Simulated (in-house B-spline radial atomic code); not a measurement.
Configurations of Ne5+, with energies counted from [He] 2s2 2p1. Method: non-relativistic OLYP, spin-polarised, spherical fractional occupations, point nucleus. Calculated with a B-spline radial code for spherical atoms. Shells without spins written out take the highest spin.

```tsv
configuration	E - E(ref) (eV)	highest orbital	its <r> (bohr)
[He] 2s1 2p2	11.465	2p up	0.6645
[He] 2s2 3p1	94.759	3p up	1.807
[He] 2s1 2p1 3p1	107.96	3p up	1.808
[He] 2s1 2p1 3d1	113.16	3d up	1.6
```

Task: Order these further configurations by energy, lowest first.
A. [He] 2s1 2p1 3s1
B. [He] 2s(0 up, 1 down) 2p(2 up, 0 down)
C. [He] 2s2 3d(1 up, 0 down)
D. [He] 2s2 3s(0 up, 1 down)
E. [He] 2s(1 up, 0 down) 2p(0 up, 1 down) 3d(1 up, 0 down)

Result: B (20.229 eV), D (89.152 eV), C (100.24 eV), A (102.35 eV), E (119.02 eV).
